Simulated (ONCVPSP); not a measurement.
## copper (Cu): excitation energies, all-electron against ONCV

copper (Cu), optimised norm-conserving Vanderbilt (ONCV), made with ONCVPSP 4.0.1 (PBE, scalar-relativistic). Core [Ne], reference 3s2 3p6 3d10 4p1. Waves: 3s: rc 0.85 bohr, ncon 3, nbas 6, qcut 13 1/bohr, 1 projector; 3p+4p: rc 1.50 bohr, ncon 4, nbas 8, qcut 11.1 1/bohr, 2 projectors; 3d: rc 1.30 bohr, ncon 4, nbas 9, qcut 10.3 1/bohr, 2 projectors, debl 4 Ha. Local part: polynomial inside 0.85 bohr (lpopt 5, dvloc0 6 Ha). Core correction: polynomial model core, fcfact 0.7.

Energies are relative to the spin-unpolarised reference configuration 3s2 3p6 3d10 4p1; without spin polarisation the order of configurations can differ from experiment. Not all tests gave a result: 1 of 4 tests not solved or not reliable.

| valence configuration | charge | ΔE all-electron (eV) | error AE − PS (meV) |
| --- | --- | --- | --- |
| 3s2 3p6 3d10 4s1 4p0 | 0 | -4.138 | -87 |
| 3s2 3p6 3d10 4p0 | +1 | 4.012 | +0.8 |
| 3s2 3p6 3d9 4p0 | +2 | 25.344 | +4.9 |
